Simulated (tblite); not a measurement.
Species: C4H9BO2Si.
Numbering: `[BH2:1][Si@@:2]([OH:3])([C:4]#[C:5][CH3:6])[O:7][CH3:8]` (hydrogens: H9, H10 on B1; H11 on O3; H12, H13, H14 on C6; H15, H16, H17 on C8)

Computed with GFN2-xTB (tblite), gas phase: L-BFGS steps from a force-field or distance-geometry start until the largest atomic force falls under 0.01 eV/Å.

Step 46: E = -659.5686 eV
```
atom  x, y, z in Å  |  force x, y, z in eV/Å
B1     -1.8048   -1.4340   -0.8990   -0.037  -0.018  -0.066
Si2    -0.8892   -0.7391    0.6903    0.051   0.007   0.003
O3     -1.0150   -1.7366    1.9894   -0.008   0.062  -0.048
C4      0.9172   -0.3829    0.3482    0.056   0.024   0.036
C5      2.0676   -0.0761    0.1579   -0.034   0.002   0.011
C6      3.4518    0.2899   -0.0599   -0.014  -0.007   0.011
O7     -1.5214    0.6273    1.3344   -0.063   0.009   0.033
C8     -1.9328    1.7745    0.6663    0.000  -0.004  -0.012
H9     -2.9121   -1.1620   -1.1617   -0.010   0.036   0.009
H10    -1.2621   -2.1374   -1.6585    0.001  -0.047  -0.005
H11    -0.3896   -2.4450    2.0959    0.025   0.014   0.024
H12     3.5150    1.3419   -0.3400    0.013  -0.018  -0.009
H13     3.8839   -0.3179   -0.8550   -0.002   0.008   0.002
H14     4.0237    0.1354    0.8558   -0.002  -0.002  -0.021
H15    -2.7591    1.5566   -0.0190    0.008   0.016   0.024
H16    -2.2647    2.5034    1.4089   -0.009  -0.055  -0.011
H17    -1.1155    2.2138    0.0854    0.025  -0.026   0.020
```

Step 47: E = -659.5694 eV
```
atom  x, y, z in Å  |  force x, y, z in eV/Å
B1     -1.8047   -1.4423   -0.9045   -0.031  -0.014  -0.076
Si2    -0.8924   -0.7408    0.6843    0.015   0.010  -0.007
O3     -1.0180   -1.7369    1.9839    0.124  -0.094  -0.019
C4      0.9130   -0.3862    0.3444    0.051   0.018   0.037
C5      2.0637   -0.0796    0.1584   -0.017   0.018  -0.002
C6      3.4471    0.2881   -0.0595   -0.006  -0.009   0.010
O7     -1.5220    0.6262    1.3283   -0.077   0.002   0.059
C8     -1.9323    1.7794    0.6725    0.014   0.004  -0.030
H9     -2.9078   -1.1672   -1.1817   -0.008   0.039   0.021
H10    -1.2583   -2.1525   -1.6549    0.001  -0.050  -0.002
H11    -0.3677   -2.4252    2.1070   -0.107   0.147   0.006
H12     3.5091    1.3405   -0.3399    0.016  -0.035  -0.005
H13     3.8777   -0.3207   -0.8551    0.006   0.019   0.007
H14     4.0183    0.1330    0.8565    0.004   0.004  -0.028
H15    -2.7542    1.5709   -0.0201   -0.027   0.002   0.032
H16    -2.2635    2.5014    1.4218   -0.027  -0.054  -0.007
H17    -1.1149    2.2239    0.0980    0.069  -0.006   0.004
```

Step 48: E = -659.5703 eV
```
atom  x, y, z in Å  |  force x, y, z in eV/Å
B1     -1.8057   -1.4469   -0.9083    0.002   0.010  -0.041
Si2    -0.8884   -0.7431    0.6792   -0.041   0.017  -0.027
O3     -1.0138   -1.7304    1.9836   -0.031   0.024  -0.018
C4      0.9154   -0.3845    0.3462    0.019   0.007   0.034
C5      2.0661   -0.0774    0.1648    0.012   0.033  -0.020
C6      3.4480    0.2891   -0.0583    0.010  -0.012  -0.001
O7     -1.5262    0.6206    1.3213   -0.071  -0.024   0.075
C8     -1.9337    1.7779    0.6738    0.027   0.006  -0.042
H9     -2.9068   -1.1666   -1.1834   -0.036   0.045   0.021
H10    -1.2649   -2.1569   -1.6613    0.019  -0.070  -0.014
H11    -0.3709   -2.4178    2.1152    0.041  -0.008   0.027
H12     3.5106    1.3408   -0.3414    0.017  -0.040   0.000
H13     3.8715   -0.3230   -0.8552    0.020   0.026   0.008
H14     4.0231    0.1335    0.8550    0.012   0.007  -0.024
H15    -2.7542    1.5787   -0.0216   -0.066  -0.016   0.028
H16    -2.2604    2.4948    1.4283   -0.049  -0.025   0.009
H17    -1.1167    2.2230    0.1016    0.114   0.019  -0.014
```

**Question.** Estimate the geometry and energy of step 49. (The exact step hangs on the optimiser's Hessian estimate; all steps are aligned on step 48, rigid shifts and turns removed.)

**Answer.** E = -659.5713 eV, largest force 0.096 eV/Å
```
atom  x, y, z in Å  |  force x, y, z in eV/Å
B1     -1.8056   -1.4488   -0.9109    0.013   0.014  -0.030
Si2    -0.8891   -0.7428    0.6773   -0.050   0.019  -0.027
O3     -1.0146   -1.7301    1.9816    0.000  -0.018  -0.008
C4      0.9150   -0.3857    0.3449   -0.006   0.007   0.038
C5      2.0654   -0.0777    0.1643    0.023   0.032  -0.020
C6      3.4472    0.2885   -0.0581    0.014  -0.008  -0.007
O7     -1.5282    0.6202    1.3214   -0.058  -0.030   0.051
C8     -1.9332    1.7791    0.6745    0.026   0.002  -0.028
H9     -2.9063   -1.1668   -1.1864   -0.030   0.039   0.016
H10    -1.2634   -2.1614   -1.6612    0.007  -0.060  -0.007
H11    -0.3668   -2.4132    2.1190    0.008   0.030   0.017
H12     3.5096    1.3399   -0.3414    0.018  -0.028  -0.002
H13     3.8709   -0.3229   -0.8550    0.024   0.018   0.003
H14     4.0222    0.1332    0.8547    0.015   0.004  -0.015
H15    -2.7543    1.5818   -0.0206   -0.056  -0.015   0.018
H16    -2.2611    2.4936    1.4307   -0.044  -0.015   0.007
H17    -1.1146    2.2253    0.1045    0.096   0.007  -0.006
```

The energy changes by -0.0010 eV. The first-order estimate −F·Δx gives -0.0011 eV and the mean of the old and new forces, exact on a quadratic surface, -0.0010 eV. The step makes an angle of 69° with the force vector and moves no atom by more than 0.007 Å.

The cost below is that of the whole relaxation. Hardware: one thread, AMD EPYC 7R43 (x86_64), shared host with 256 logical CPUs at a one-minute load of 127. Cost: 1.7 s of wall time.
